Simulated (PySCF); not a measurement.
**TeO₂⁻: fields on a plane**

All numbers come from UPBE0/[Te def2-SVPD with ECP28, O def2-SVPD], scalar-relativistic core potentials, density fitting, no spin–orbit coupling, PySCF.

The doublet minimum has Te–O 1.882 Å (×2); O–Te–O 111.1°.

The plane holds Te1 at (0.00, 0.00), O2 at (1.88, 0.00), O3 at (-0.68, 1.76) Å. Columns run from x = -2.55 to 4.05 Å, rows from y = 4.05 (top) to -1.95 Å, in steps of 0.3 Å. Other isomers or separated fragments may lie lower. Core electrons replaced by a potential are absent, the electrostatic potential uses the reduced nuclear charge, and values within about 0.7 Å of such atoms have no physical meaning.

Give the electron localisation function (set to 0 where the density is under 0.005 e/Å³). Every second row and column.


```
0.00 0.00 0.00 0.00 0.00 0.00 0.00 0.00 0.00 0.00 0.00 0.00
0.00 0.00 0.09 0.18 0.15 0.00 0.00 0.00 0.00 0.00 0.00 0.00
0.00 0.16 0.41 0.59 0.56 0.33 0.00 0.00 0.00 0.00 0.00 0.00
0.08 0.42 0.79 0.83 0.87 0.54 0.06 0.00 0.00 0.00 0.00 0.00
0.16 0.56 0.88 0.78 0.82 0.41 0.03 0.10 0.23 0.10 0.00 0.00
0.09 0.38 0.63 0.73 0.44 0.30 0.22 0.59 0.66 0.41 0.08 0.00
0.00 0.07 0.25 0.20 0.77 0.46 0.46 0.83 0.88 0.63 0.22 0.00
0.00 0.12 0.50 0.28 0.19 0.77 0.45 0.20 0.72 0.66 0.23 0.00
0.00 0.23 0.74 0.59 0.27 0.25 0.34 0.82 0.83 0.49 0.13 0.00
0.00 0.16 0.62 0.83 0.74 0.42 0.15 0.43 0.49 0.23 0.00 0.00
0.00 0.00 0.23 0.44 0.40 0.14 0.03 0.08 0.11 0.00 0.00 0.00
```

Give the spin density (e/Å³) (cut at ±0.5 e/Å³). Every second row and column.


```
 0.00  0.00  0.00  0.00  0.00  0.00  0.00  0.00  0.00  0.00  0.00  0.00
 0.00  0.00  0.00  0.00  0.00  0.00  0.00  0.00  0.00  0.00  0.00  0.00
 0.00  0.00  0.00  0.00  0.00  0.00  0.00  0.00  0.00  0.00  0.00  0.00
 0.00  0.00  0.00  0.00  0.00  0.00  0.00  0.00  0.00  0.00  0.00  0.00
 0.00  0.00  0.00  0.04  0.01  0.00  0.00  0.00  0.00  0.00  0.00  0.00
 0.00  0.00  0.00  0.00  0.00  0.00  0.00  0.00  0.00  0.00  0.00  0.00
 0.00  0.00  0.00  0.00  0.00  0.00  0.00  0.01  0.00  0.00  0.00  0.00
 0.00  0.00  0.00 -0.01 -0.03  0.00  0.00  0.04  0.01  0.00  0.00  0.00
 0.00  0.00  0.00 -0.01 -0.01 -0.01  0.00  0.00  0.00  0.00  0.00  0.00
 0.00  0.00  0.00  0.00 -0.01  0.00  0.00  0.00  0.00  0.00  0.00  0.00
 0.00  0.00  0.00  0.00  0.00  0.00  0.00  0.00  0.00  0.00  0.00  0.00
```

The lowest empty level of this anion is unbound, so it and the gap depend on the basis. With an element this heavy the missing spin–orbit coupling can shift these numbers.
